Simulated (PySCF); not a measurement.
# How methods differ on the excitation energy of N⁺

N⁺ [He] 2s2 2p2 (3P) → N⁺ [He] 2s1 2p2 3s1 (5P), as a difference of total energies. Computed with PySCF 2.14 in dyall-acv3z (15s9p4d2f, 76 functions), with the spin-free X2C one-electron Hamiltonian (Gaussian nucleus). Correlated levels: valence and next inner shell: nothing frozen; virtual orbitals above 40 to 60 times the deepest correlated orbital energy dropped. The calculations carry no spin-orbit coupling.

| method | excitation energy (eV) |
| --- | --- |
| UHF | 23.359 |
| MP2 (valence and next inner shell) | 24.954 |
| SCS-MP2 (valence and next inner shell) | 25.355 |
| CCSD (valence and next inner shell) | 25.345 |
| CCSD(T) (valence and next inner shell) | 25.391 |

How much does correlation contribute at CCSD(T) (valence and next inner shell)?

25.391 − (23.359) = 2.032 eV, measured against UHF.

The promoted electron is Rydberg-like, and one or two diffuse shells describe it only roughly, which tends to raise the upper state.
